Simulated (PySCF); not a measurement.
# Relaxation of doublet AsH2

Computed with UB3LYP in PySCF with As def2-TZVP, H def2-TZVP; no relativity; density-fitted integrals. A (50,194) grid was used.

A hand-made bent start, of C2v symmetry, held to at least that symmetry:

```xyz
3
charge 0 multiplicity 2, angstrom
As    0.0000    0.0000   -0.0230
H     1.2533    0.0000    0.8546
H    -1.2533    0.0000    0.8546
```

Question: What forces act on the atoms at the start (eV/Å)?

Answer: 
```tsv
atom	Fx	Fy	Fz
As1	0.00	0.00	-1.43
H2	-0.54	0.00	0.71
H3	0.54	0.00	0.71
```

Question: What does it relax to?

Answer: It ends at C2v with As–H 1.530 Å (×2); H–As–H 90.8°. A frequency run shows a minimum.

Question: How much energy is released, and in how many steps?

Answer: 22.5 kJ/mol in 4 steps.
